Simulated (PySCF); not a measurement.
Si(F)2(Me)(SH) (CH4F2SSi), SMILES C[Si](F)(F)S.

Geometry: B3LYP-D3(BJ)/def2-SVP. Other conformers were not sampled.

Calculation: B3LYP-D3(BJ)/def2-SVP (PySCF).

Frequencies are harmonic and unscaled.

Computed vibrational spectrum:
```tsv
mode	ν (cm⁻¹)	IR (km/mol)	Raman (Å⁴/amu)	depolarisation	moving atoms (share of kinetic energy)
1	114	13.2	6.2	0.75	H 79 %, F 12 %
2	140	0.4	0.2	0.71	H 95 %
3	182	2.5	1.7	0.64	F 28 %, H 26 %, C 22 %, S 19 %
4	201	5.0	1.4	0.74	F 50 %, H 21 %, S 18 %, C 9 %
5	237	4.5	0.6	0.71	F 36 %, H 22 %, Si 22 %, C 14 %
6	289	22.9	2.8	0.49	F 49 %, S 31 %, H 8 %
7	321	27.9	1.7	0.63	F 63 %, Si 20 %, C 11 %
8	503	47.5	11.6	0.12	S 36 %, Si 29 %, F 13 %, C 11 %, H 11 %
9	697	18.0	8.3	0.38	H 53 %, C 26 %, Si 12 %
10	758	64.8	5.8	0.48	H 58 %, Si 14 %, C 11 %, F 10 %
11	787	0.4	2.0	0.75	H 67 %, C 19 %, F 13 %
12	805	120.8	1.7	0.64	H 57 %, C 21 %, Si 17 %
13	897	179.6	0.6	0.19	Si 44 %, F 44 %, H 9 %
14	966	150.2	0.6	0.70	Si 50 %, F 41 %
15	1285	34.4	1.0	0.50	H 77 %, C 22 %
16	1426	6.7	12.9	0.75	H 96 %
17	1428	2.3	11.3	0.75	H 96 %
18	2666	0.6	106.4	0.31	H 97 %
19	3039	0.1	133.9	0.01	H 97 %
20	3131	1.4	89.3	0.72	H 91 %, C 9 %
21	3141	0.9	72.8	0.75	H 91 %, C 9 %
```
